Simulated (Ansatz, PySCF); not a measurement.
B(Cl)(SMe)2 (C₂H₆BClS₂), SMILES CSB(Cl)SC. Atoms are numbered in the order given.

```xyz
12

B     -0.1245     0.1008     0.3070
Cl     0.1999    -0.0082     2.0501
S      0.9452    -0.6799    -0.9157
C      2.2511    -1.4818     0.0842
H      2.8046    -0.7352     0.6680
H      2.9280    -1.9742    -0.6261
H      1.8164    -2.2282     0.7612
S     -1.5820     1.0340    -0.1820
C     -1.5665     0.9136    -2.0093
H     -0.6524     1.3620    -2.4219
H     -2.4417     1.4697    -2.3697
H     -1.6402    -0.1341    -2.3317
```

Geometry optimised at B3LYP-D3(BJ)/def2-SVP. Other conformers were not sampled.

Two levels are set side by side: PBE-D3(BJ)/def2-SVP (Ansatz, a program for electronic structure) and B3LYP-D3(BJ)/def2-SVP (Ansatz). Each level has its own optimised geometry; the coordinates shown are those of the second. Frequencies come from the Hessian of PySCF at each geometry. Differences are taken from unrounded values.

```
quantity                            B3LYP-D3(BJ)  PBE-D3(BJ)  PBE-D3(BJ) minus B3LYP-D3(BJ)
----------------------------------  ------------  ----------  -----------------------------
mean bond length (Å)                       1.421       1.426                          0.005
bond B1–Cl2 (Å)                            1.776       1.777                          0.001
bond B1–S3 (Å)                             1.802       1.807                          0.004
bond B1–S8 (Å)                             1.798       1.802                          0.004
bond S3–C4 (Å)                             1.830       1.829                         -0.001
bond S8–C9 (Å)                             1.831       1.831                         -0.001
bond C4–H5 (Å)                             1.098       1.106                          0.008
bond C4–H6 (Å)                             1.098       1.106                          0.008
bond C4–H7 (Å)                             1.098       1.106                          0.008
bond C9–H10 (Å)                            1.099       1.107                          0.008
bond C9–H11 (Å)                            1.098       1.106                          0.008
bond C9–H12 (Å)                            1.099       1.107                          0.008
highest harmonic wavenumber (cm⁻¹)          3170        3112                            -59
mean harmonic wavenumber (cm⁻¹)             1224        1192                            -32
zero-point energy (kcal/mol)               52.51       51.12                          -1.39
```

GGA bonds tend to be longer and softer than those of functionals with exact exchange. Differences between two approximate levels are no errors against the true value.
